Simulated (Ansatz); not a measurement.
Frontier orbitals of `P[SiH2][SeH]`.

Cartesian coordinates in Å:
```
P -0.0962 1.5069 -1.2315
Si -0.6173 -0.1525 0.1913
Se 1.2854 -1.2188 0.8631
H 0.9477 2.0045 -0.4063
H 0.7760 0.6912 -2.0011
H -1.5327 -1.0962 -0.5002
H -1.3310 0.4315 1.3559
H 0.5681 -2.1667 1.7288
```

Charge 0, multiplicity 1. Correlated methods include outer-core shells of Se, which these sets cover unevenly. Scalar relativity is left out up to krypton. All single points use the PBE0-D4/def2-TZVP geometry. It is one conformer, not always the lowest. Basis def2-TZVPP, Ansatz 0.2.0.

```
functional  HOMO (eV)  LUMO (eV)
       PBE      -5.96      -1.17
```

Give HOMO and LUMO (eV) with LDA (SPW92), revPBE, BLYP, r2SCAN, B97M-V, PBE0, B3LYP, r2SCANh, r2SCAN0, HSE06 (plane-wave form), BHLYP, CAM-B3LYP, LC-ωPBE, ωB97X-V, ωB97M-V, HF. (Best estimate.)

Computed: 
| functional | HOMO | LUMO |
| --- | --- | --- |
| LDA (SPW92) | -6.08 | -1.38 |
| revPBE | -5.91 | -1.09 |
| BLYP | -5.78 | -1.07 |
| r2SCAN | -6.24 | -0.88 |
| B97M-V | -6.33 | -1.00 |
| PBE0 | -7.11 | -0.33 |
| B3LYP | -6.86 | -0.56 |
| r2SCANh | -6.67 | -0.59 |
| r2SCAN0 | -7.30 | -0.16 |
| HSE06 (plane-wave form) | -6.72 | -0.71 |
| BHLYP | -8.10 | 0.55 |
| CAM-B3LYP | -8.39 | 0.67 |
| LC-ωPBE | -9.78 | 1.81 |
| ωB97X-V | -9.42 | 1.69 |
| ωB97M-V | -9.27 | 1.45 |
| HF | -9.70 | 2.79 |

B3LYP here is the variant with VWN-RPA as its local correlation; programs differ in this. LC-ωPBE has ω = 0.4 bohr⁻¹. Positive LUMOs are unbound and depend on the basis.
